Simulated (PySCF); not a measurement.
SMILES F[Si](F)(CC[SiH2]F)F, singlet, B3LYP/def2-SVP optimised geometry.

```
14

Si     0.56    -2.17     0.00
F      0.07    -2.89    -1.38
C     -0.11    -0.42     0.00
C      0.29     0.40    -1.25
Si    -0.44     2.10    -1.28
F      0.00     2.96     0.01
F     -2.05     2.04    -1.26
F      0.00     2.93    -2.58
H      2.05    -2.17     0.00
H      0.03    -2.96     1.15
H     -1.21    -0.48     0.08
H      0.23     0.08     0.92
H     -0.02    -0.12    -2.17
H      1.39     0.50    -1.31
```

Density from B3LYP/def2-TZVP (PySCF) at that geometry.

Minimum of the electron density along straight lines between bonded atoms, close to the bond critical point (lines longer than 1.1 times the sum of covalent radii, or with two minima, are not listed):

```
bond     length / Å  ρ at the minimum / e bohr⁻³  ∇²ρ there / e bohr⁻⁵  position (fraction from the first atom)
-------  ----------  ---------------------------  --------------------  ---------------------------------------
Si1–F2        1.634                        0.127                  0.84                                     0.42
Si1–C3        1.880                        0.125                  0.14                                     0.39
C3–C4         1.547                        0.229                 -0.52                                     0.50
C4–Si5        1.848                        0.136                  0.13                                     0.61
Si5–F6        1.610                        0.137                  0.91                                     0.42
Si5–F7        1.610                        0.137                  0.92                                     0.42
Si5–F8        1.608                        0.138                  0.92                                     0.42
Si1–H9        1.489                        0.124                  0.12                                     0.49
Si1–H10       1.488                        0.125                  0.12                                     0.49
C3–H11        1.104                        0.269                 -0.89                                     0.64
C3–H12        1.105                        0.268                 -0.88                                     0.64
C4–H13        1.104                        0.270                 -0.89                                     0.64
C4–H14        1.105                        0.269                 -0.88                                     0.64
```
